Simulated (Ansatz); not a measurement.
The first iterations of a band of a periodic cell of 17 atoms, Si (host Si, host structure diamond, interstitial Si).

All numbers below come from DFT LDA, scalar-relativistic, plane waves, PAW in Ansatz. Settings: PAW set soft_1, cutoff 420 eV, k mesh 2x2x2, gaussian smearing 0.05 eV, no spin polarisation.

```
movable images  : 3
climbing image  : yes
spring          : 0.1 eV/Å²
optimiser       : fire
start path      : default
force threshold : 0.05 eV/Å
iteration limit : 50
end points      : relaxed
```

First end point:

```xyz
17
Lattice="0.0000 5.4300 5.4300 5.4300 0.0000 5.4300 5.4300 5.4300 0.0000" Properties=species:S:1:pos:R:3
Si -0.003 -0.006 0.003
Si 1.359 1.354 1.322
Si 2.720 2.717 0.004
Si 4.073 4.072 1.357
Si 2.737 -0.026 2.692
Si 4.107 1.354 4.070
Si 5.426 2.717 2.710
Si 6.788 4.034 4.072
Si -0.019 2.731 2.695
Si 1.358 4.104 4.072
Si 2.719 5.424 2.711
Si 4.038 6.784 4.073
Si 2.734 2.730 5.448
Si 4.072 4.064 6.786
Si 5.408 5.404 5.452
Si 6.786 6.784 6.821
Si 6.787 6.779 4.071
```

Last end point:

```xyz
17
Lattice="0.0000 5.4300 5.4300 5.4300 0.0000 5.4300 5.4300 5.4300 0.0000" Properties=species:S:1:pos:R:3
Si -0.008 0.006 0.006
Si 1.335 1.340 1.340
Si 2.714 2.715 -0.033
Si 4.089 4.093 1.341
Si 2.714 -0.033 2.715
Si 4.089 1.341 4.093
Si 5.463 2.716 2.716
Si 6.784 4.077 4.077
Si -0.037 2.719 2.719
Si 1.330 4.100 4.100
Si 2.711 5.466 2.719
Si 4.075 6.784 4.079
Si 2.711 2.719 5.466
Si 4.075 4.079 6.784
Si 5.430 5.430 5.430
Si 6.782 6.785 6.785
Si 8.138 8.151 2.721
```

| iteration | highest image above the first end (eV) | largest band force component (eV/Å) |
| --- | --- | --- |
| 1 | 0.900 | 1.442 |
| 2 | 0.727 | 1.030 |
| 3 | 0.548 | 0.346 |
| 4 | 0.505 | 0.328 |
| 5 | 0.500 | 0.303 |
| 6 | 0.490 | 0.269 |
| 7 | 0.479 | 0.237 |
| 8 | 0.468 | 0.197 |

Q: Does the band converge within its limit, and where does its top end?

A: It converged. It ended after 24 iterations with the highest image 0.315 eV above the first end. The order of the stationary point at the top wasn't checked. Limits of this set-up: coarse k mesh, PAW files made for another functional.

The run took 6 min on 1 thread of Arm Neoverse V1, on a shared host, peak memory 0.64 GiB.
